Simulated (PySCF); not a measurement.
**Molybdenum: highly charged ions in a basis for the neutral atom**

Mo¹¹⁺ [Ar] 3d10 4s2 4p1, Mo¹²⁺ [Ar] 3d10 4s2. All numbers are calculated (PySCF 2.14, scalar relativity through the core potential, in cc-pVDZ-PP with ECP28MDF). No spin-orbit coupling, so a gap to NIST mixes the basis error with missing relativistic terms.

Changed run: basis of the neutral atom used for a highly charged ion. This setting is unsound on purpose.

```
species  method  sound run (hartree)  changed run (hartree)  converged
  Mo¹¹⁺     UHF              not run              -29.31864        yes
  Mo¹¹⁺     PBE              not run              -29.45310        yes
  Mo¹¹⁺  r2SCAN              not run              -29.44183        yes
  Mo¹²⁺     UHF              not run              -21.01039        yes
  Mo¹²⁺     PBE              not run              -21.11357        yes
  Mo¹²⁺  r2SCAN              not run              -21.09803        yes
```

Ionisation energy of Mo¹¹⁺:

| method | changed run (eV) | NIST (eV) |
| --- | --- | --- |
| UHF | 226.08 | 230.28 ± 0.06 |
| PBE | 226.93 | 230.28 ± 0.06 |
| r2SCAN | 227.05 | 230.28 ± 0.06 |

The contracted functions were made for the neutral atom and can be too rigid for a highly charged ion.
